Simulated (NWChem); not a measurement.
Species: GaH3SO2; SMILES [SH][Ga]([OH])[OH]

```xyz
7

Ga     0.0066     0.3043     0.0000
O     -1.4818     1.2774     0.0000
H     -1.3570     2.2312     0.0000
O      1.6432     1.0091     0.0000
H      1.6859     1.9704     0.0000
S     -0.1615    -1.8724     0.0000
H      1.1833    -2.0177     0.0000
```
Atoms are numbered in this order, from 1.

Level: PBE0/def2-SVP (NWChem), optimised geometry, unscaled harmonic frequencies. 

Q: List the harmonic frequencies with IR intensities, and the thermochemistry.

A: 
| frequency (cm⁻¹) | IR intensity (km/mol) |
|---|---|
| 128 | 0.8 |
| 176 | 5.5 |
| 182 | 3.0 |
| 184 | 34.4 |
| 267 | 9.5 |
| 302 | 256.5 |
| 419 | 23.2 |
| 687 | 55.2 |
| 703 | 115.0 |
| 742 | 105.3 |
| 755 | 94.3 |
| 819 | 8.8 |
| 2713 | 1.3 |
| 3919 | 43.3 |
| 3924 | 97.2 |

zero-point energy: 22.7 kcal/mol
thermal correction to the enthalpy at 298.15 K (with zero-point energy): 27.7 kcal/mol
heat capacity Cv: 22.1 cal/(mol K)
entropy at 298.15 K and 1 atm (symmetry number 1): 82.4 cal/(mol K)
dipole moment: 2.74 D

Rigid rotor and harmonic oscillator.
